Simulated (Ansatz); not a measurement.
Reaction (substitution at a C–N bond): `CN[Si](F)(F)OC` + `OB(Cl)Cl` → `COB(Cl)Cl` + `CO[Si](N)(F)F`

Calculated with Ansatz (gas phase, PBE0-D4/def2-TZVP geometries, no zero-point term in ΔE). CBS: MP2 limit from def2 TZ/QZ plus the TZ coupled-cluster correction, frozen cores. This one scheme is used for every species. Functionals use def2-TZVPP. B3LYP here is the variant with VWN-RPA as its local correlation; programs differ in this. Each species was taken in one conformer, which may not be the lowest.

| level | ΔE (kJ/mol) | difference from CCSD(T)/CBS |
| --- | --- | --- |
| PBE-D4 | 11.4 | 1.5 |
| r2SCAN-D4 | 9.2 | -0.7 |
| PBE0-D4 | 12.3 | 2.4 |
| B3LYP-D4 | 8.5 | -1.4 |
| HF/def2-TZVPP | 7.0 | -2.9 |
| SCS-MP2/def2-TZVPP | 10.1 | 0.2 |
| CCSD(T)/def2-TZVPP | 10.4 | 0.5 |
| MP2/def2-QZVPP | 10.9 | 1.0 |
| HF/CBS(def2) | 6.6 | -3.3 |
| CCSD/CBS(def2) | 10.3 | 0.4 |
| CCSD(T)/CBS | 9.9 | 0 |

Largest T1 diagnostic among the species: 0.012.

In def2-TZVPP, CCSD(T) changes the Hartree–Fock value by +3.4 kJ/mol (the triples alone add −0.4 kJ/mol) and MP2 by +4.3 kJ/mol.
